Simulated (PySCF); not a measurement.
Meta-chlorobenzaldehyde, C₇H₅ClO.
Atom-mapped SMILES: `[O:1]=[CH:2][c:3]1[cH:4][cH:5][cH:6][c:7]([Cl:8])[cH:9]1` (hydrogens: H10 on C2; H11 on C4; H12 on C5; H13 on C6; H14 on C9)

Torsions of this conformer, `[O:1]=[CH:2][c:3]1[cH:4][cH:5][cH:6][c:7]([Cl:8])[cH:9]1`: O1–C2–C3–C4 0°.

The closed-shell ground state was solved at several levels (PySCF, density fitting, gas phase, non-relativistic). Isolated species at its PBE0-D3(BJ)/def2-SVP geometry (one conformer only).

| level | basis functions | total energy (Eh) | HOMO (eV) | LUMO (eV) | gap (eV) | dipole (D) |
| --- | --- | --- | --- | --- | --- | --- |
| wB97X-D/pcSseg-1 | 185 | -804.9853 | -9.37 | -0.47 | 8.90 | 1.82 |
| CAM-B3LYP/def2-SVPD | 230 | -804.6342 | -8.81 | -1.17 | 7.64 | 2.00 |

Question: Estimate the row for PBE0/pcSseg-1, a basis of 185 functions; the other rows only guide the guess.

Answer: Total energy -804.5619 Eh, HOMO -7.61 eV, LUMO -2.18 eV, gap 5.43 eV, dipole 1.89 D.

Question: Over all these levels, which gives the widest orbital gap and which the narrowest?

Answer: wB97X-D/pcSseg-1 (range-separated hybrid) has the widest, 8.90 eV, and PBE0/pcSseg-1 (global hybrid, 25 % exact exchange) the narrowest, 5.43 eV. The two share the basis. From the narrowest to the widest the HOMO moves by -1.76 eV and the LUMO by +1.71 eV.

Question: How far do the dipole and the HOMO energy spread over the levels?

Answer: The dipole runs from 1.82 to 2.00 D (mean 1.90 D) and the HOMO from -9.37 to -7.61 eV.

The pairwise dispersion term of wB97X-D wasn't added to the energies; at a given geometry it leaves orbitals and properties as they are.
